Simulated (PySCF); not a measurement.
Species: (Cl2Al-mu-I)2.
Geometry (PBE0-D3(BJ)/def2-SVP, Å), atoms numbered from 1 in this order:
```xyz
8
Al2Cl4I2 angstrom
Al    -1.2470   -0.2856    1.1676
Cl    -1.3075   -1.8341    2.5735
Cl    -2.7647    1.1517    1.1031
I      1.0873    0.9323    1.3481
Al     1.2885    0.2397   -1.1881
Cl     0.9679    1.9361   -2.3685
Cl     2.9881   -0.9470   -1.4691
I     -0.8744   -1.2789   -1.2504
```

The calculation used TDDFT wB97X-D/def2-SVPD, vertical, gas phase, core orbitals frozen in the response, def2 core potentials past Kr (PySCF). Spin–orbit coupling is left out.

```tsv
state	E (eV)	λ (nm)	f	|μ| (D)	main configurations (H = HOMO, L = LUMO)
S1	5.62	220.4	0.0000	0.00	H→L (92%)
S2	5.85	212.1	0.0001	0.05	H-1→L (88%)
S3	6.37	194.7	0.0000	0.01	H-3→L (93%)
S4	6.55	189.3	0.0003	0.12	H→L+1 (79%)
S5	6.66	186.3	0.044	1.32	H-2→L (91%)
S6	6.69	185.4	0.027	1.03	H-1→L+1 (67%), H-4→L (13%), H→L+2 (10%)
S7	7.03	176.3	0.022	0.91	H-4→L (68%), H-7→L+1 (11%), H→L+2 (9%)
S8	7.06	175.5	0.0010	0.19	H-5→L (89%)
S9	7.09	175.0	0.0000	0.02	H-7→L (65%), H-4→L+1 (19%)
S10	7.10	174.5	0.0000	0.02	H-2→L+1 (72%), H-10→L (10%)
S11	7.20	172.1	0.0037	0.37	H-6→L (62%), H→L+3 (16%), H-9→L+1 (13%)
S12	7.22	171.7	0.0002	0.08	H→L+3 (59%), H-1→L+2 (14%), H-6→L (13%)
S13	7.25	171.0	0.0000	0.01	H-9→L (67%), H-6→L+1 (19%)
S14	7.31	169.5	0.183	2.57	H-8→L (75%), H-5→L+1 (8%)
S15	7.37	168.1	0.0028	0.31	H-1→L+3 (55%), H→L+2 (19%)
```

Triplets (Tamm–Dancoff): T1 5.43 eV, H→L (90%); T2 5.62 eV, H-1→L (84%); T3 5.89 eV, H-3→L (86%); T4 6.02 eV, H-2→L (79%).

The lowest singlet lies at 5.62 eV (220 nm, ultraviolet) and is dark (f under 0.0005); its leading configuration is HOMO→LUMO (92%). The strongest level in the table is S14 at 7.31 eV (170 nm, f = 0.183). Löwdin shares by element: HOMO iodine 75%, chlorine 13% or more; LUMO iodine 49%, aluminium 32% (atoms not listed hold the other 19%). The listed states span 1.75 eV, and the widest gap between neighbours is 0.52 eV (S2 to S3). Orbital energies (eV): HOMO-3 -11.15, HOMO-2 -11.05, HOMO-1 -10.69, HOMO -10.55, LUMO -0.47, LUMO+1 0.09, LUMO+2 0.88. Of the 15 states listed, 4 reach f = 0.01 and 8 stay under 0.0005. No computed singlet lies in the visible range (380 to 750 nm); the lowest, at 220 nm, stands 2.36 eV above its violet end (3.26 eV). All these states lie below the vertical ionisation energy of 10.67 eV (ΔSCF). Singlets were solved by full linear response, triplets in the Tamm–Dancoff approximation.

One conformer stands for the species.
